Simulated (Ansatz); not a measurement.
System: BH2Se, charge 0, doublet. BH2Se (SMILES [BH][SeH], doublet).
B3LYP-D3(BJ)/def2-TZVP minimum from Ansatz (an electronic-structure program):
```
B
H 1 1.1830
Se 1 1.8771 2 132.82
H 3 1.4898 1 100.49 2 0.00
```
Charge 0, spin multiplicity 2.

Total energies in hartree (Ansatz). Radicals and triplets start from unrestricted determinants; spin-orbit coupling is neglected. Cores are frozen in correlated methods (noble-gas shells, and filled d and f shells in the p block). No relativity. For partners of very few electrons the exact lower level stands in for a higher one.

```csv
species,HF/cc-pVTZ,CCSD(T)/cc-pVTZ,HF/cc-pVQZ,CCSD(T)/cc-pVQZ,CCSDT(Q)/cc-pVTZ
"1: BH2Se (SMILES [BH][SeH], doublet)",-2425.69274,-2425.96703,-2425.69754,-2425.98974,-2425.96879
2: B (doublet),-24.53207,-24.59810,-24.53297,-24.60084,-24.59852
3: H (doublet),-0.49981,-0.49981,-0.49995,-0.49995,-0.49981
4: Se (triplet),-2399.87209,-2399.99441,-2399.87500,-2400.00700,-2399.99510
```

Q: Work out the atomisation energy (electronic, to ground-state atoms) in kJ/mol: take Hartree-Fock from cc-pVQZ, extrapolate the CCSD(T) correlation energy as X^-3 (X = 3, 4), and add CCSDT(Q) - CCSD(T) in cc-pVTZ. 1 hartree = 2625.5 kJ/mol.

A: 
Species 1: correlation (64·(-0.29220) - 27·(-0.27429))/37 = -0.30527; step -0.00176; E1 = -2425.69754 + (-0.30527) + (-0.00176) = -2426.00457
Species 2: correlation (64·(-0.06787) - 27·(-0.06603))/37 = -0.06921; step -0.00042; E2 = -24.53297 + (-0.06921) + (-0.00042) = -24.60260
Species 3: correlation (64·(0.00000) - 27·(0.00000))/37 = 0.00000; step +0.00000; E3 = -0.49995 + (0.00000) + (+0.00000) = -0.49995
Species 4: correlation (64·(-0.13200) - 27·(-0.12232))/37 = -0.13906; step -0.00069; E4 = -2399.87500 + (-0.13906) + (-0.00069) = -2400.01475
-1·E1 +1·E2 +2·E3 +1·E4 = 0.38732 hartree = 1016.9 kJ/mol.
